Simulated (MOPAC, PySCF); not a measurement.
Complex: CH2O (SMILES C=O) (first 4 atoms) with H2Se (SMILES [SeH2]); geometry from B3LYP-D3(BJ)/def2-TZVP, rigid monomers moved along the line of their centres of mass till O2···Se5 is 2.92 Å.
(charge 0, multiplicity 1):
```xyz
7

C      0.35370     0.06698    -0.32922
O      1.08377    -0.66807     0.27787
H      0.20414    -0.03382    -1.42102
H     -0.20388     0.87851     0.17370
Se     0.84378     0.59650     2.89403
H      0.40349    -0.80309     2.87478
H      0.19743     0.83195     4.19589
```

Counterpoise-corrected where a basis set is named; no monomer relaxation. Rows marked so take none.

Rows in 6-31G*, STO-3G carry no dispersion term and start afresh at each structure (6-31G* with six Cartesian d functions); the Pople sets are all-electron and without relativity. The state that PM7 reach isn't checked; PM7 holds dispersion and hydrogen-bond terms.

Codes used: MOPAC for PM7 (differences of heats of formation); PySCF for 6-31G* rows, STO-3G rows. Values without a source in brackets are computed.

### Question
One of these levels gives 1.6 kJ/mol for the interaction energy. Name it.
A. HF/STO-3G (no counterpoise)
B. HF/6-31G*
C. HF/6-31G* (no counterpoise)
D. PM7

### Answer
C, HF/6-31G* (no counterpoise). The others give -6.8 (PM7), 8.0 (HF/STO-3G (no counterpoise)), 6.3 (HF/6-31G*)
